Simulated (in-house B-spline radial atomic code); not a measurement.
Configurations of Tc²⁺, with energies counted from [Kr] (4d3/2)4 (4d5/2)1. Method: Dirac-Hartree-Fock, average of each configuration as written, Fermi nucleus of rms radius 4.41117 fm. Calculated with a radial B-spline atomic code at the basis-set limit. Energies include first-order Breit, QED and recoil terms.

Occupations are held fixed; configurations that lie above the ionisation limit could autoionise.

| configuration | E - E(ref) (eV) | highest orbital | its <r> (bohr) |
| --- | --- | --- | --- |
| [Kr] (4d5/2)5 | 1.019 | 4d5/2 | 1.61 |
| [Kr] (4d3/2)1 (4d5/2)3 6s1 | 17.588 | 6s1/2 | 5.838 |
| [Kr] (4d3/2)1 (4d5/2)3 (6f5/2)1 | 24.758 | 6f5/2 | 15.35 |
| [Ar] 3d10 4s2 (4p1/2)2 (4p3/2)3 (4d3/2)4 (4d5/2)1 8s1 | 63.686 | 8s1/2 | 14.65 |
| [Ar] 3d10 4s2 (4p1/2)2 (4p3/2)3 (4d3/2)1 (4d5/2)4 (7g9/2)1 | 68.836 | 7g9/2 | 21.13 |

Task: Order these further configurations by energy, lowest first.
A. [Ar] 3d10 4s2 (4p1/2)2 (4p3/2)3 (4d3/2)1 (4d5/2)4 (8f5/2)1
B. [Ar] 3d10 4s2 (4p1/2)1 (4p3/2)4 (4d5/2)5 (5g7/2)1
C. [Kr] (4d3/2)3 (4d5/2)2
D. [Kr] (4d3/2)3 (4d5/2)1 (5p1/2)1
E. [Kr] (4d3/2)3 (4d5/2)1 (8f5/2)1

Result: C (0.65792 eV), D (9.998 eV), E (25.481 eV), B (65.746 eV), A (69.372 eV).

Task: How far above the reference does [Ar] 3d10 4s2 (4p1/2)1 (4p3/2)4 (4d5/2)5 (7f7/2)1 lie?

Result: 68.037 eV; its least bound orbital is 7f7/2 with <r> = 21.28 bohr.
